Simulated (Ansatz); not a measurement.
Mulliken charges of C₂H₆SiZn, SMILES `C[CH]1[SiH2][Zn]1` from PBE/def2-TZVPP in Ansatz (PBE0-D4/def2-TZVP geometry).

```json
{"atom": "C1", "x (Å)": "-0.906", "y (Å)": "0.976", "z (Å)": "-0.191", "charge (e)": "-0.260"}
{"atom": "C2", "x (Å)": "-0.433", "y (Å)": "-0.451", "z (Å)": "-0.202", "charge (e)": "-0.104"}
{"atom": "Si3", "x (Å)": "1.362", "y (Å)": "-0.879", "z (Å)": "0.408", "charge (e)": "0.058"}
{"atom": "Zn4", "x (Å)": "0.276", "y (Å)": "-1.973", "z (Å)": "-1.340", "charge (e)": "0.030"}
{"atom": "H5", "x (Å)": "-0.904", "y (Å)": "1.393", "z (Å)": "0.827", "charge (e)": "0.090"}
{"atom": "H6", "x (Å)": "-0.269", "y (Å)": "1.618", "z (Å)": "-0.804", "charge (e)": "0.092"}
{"atom": "H7", "x (Å)": "-1.930", "y (Å)": "1.067", "z (Å)": "-0.567", "charge (e)": "0.086"}
{"atom": "H8", "x (Å)": "-1.133", "y (Å)": "-1.106", "z (Å)": "0.342", "charge (e)": "0.131"}
{"atom": "H9", "x (Å)": "1.701", "y (Å)": "-0.696", "z (Å)": "1.860", "charge (e)": "-0.062"}
{"atom": "H10", "x (Å)": "2.320", "y (Å)": "0.000", "z (Å)": "-0.331", "charge (e)": "-0.060"}
```

**Question.** By hand: the dipole of these point charges (1 e Å = 4.8032 D).

**Answer.** Σ q r = (-0.297, -0.053, -0.045) e Å, of length 0.305 e Å = 1.46 D.

**Question.** How does the dipole of the full density compare? (An estimate is asked.)

**Answer.** Ansatz gave: (-0.290, -0.086, -0.248) e Å, 1.88 D; the point charges give 0.78 times that, at 31° from its direction.

Point charges leave out the atoms' own dipoles, such as those of lone pairs, and Mulliken's split depends on the basis, so the two needn't agree.
